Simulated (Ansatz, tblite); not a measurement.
Forces on the cluster Cd2Se at its PBE-D4/def2-TZVP geometry. Total charge 0; singlet.

In the def2 sets Cd takes a core potential; there is no spin–orbit coupling. The xTB rows come from tblite. The order of the spin states hangs on the level: the triplet lies 0.12 eV below the singlet at PBE0-D4/def2-TZVP, but 1.99 eV above it at GFN1-xTB. The structure comes from a short search, and lower isomers may exist.

GFN1-xTB (tblite), largest force 0.60 eV/Å:

```xyz
3
positions Å, forces eV/Å
Cd    0.147    1.915    1.644   -0.037   -0.456   -0.388
Cd   -0.146   -1.914   -1.645    0.033    0.452    0.393
Se   -0.001   -0.001    0.002    0.004    0.004   -0.005
```

GFN2-xTB (tblite), largest force 0.16 eV/Å:

```
Cd 0.008 0.118 0.104
Cd -0.010 -0.120 -0.100
Se 0.003 0.002 -0.004
```

PBE-D4/def2-TZVP (Ansatz), largest force 0.01 eV/Å:

```
Cd -0.001 -0.004 -0.003
Cd 0.000 0.004 0.004
Se 0.000 0.000 -0.001
```
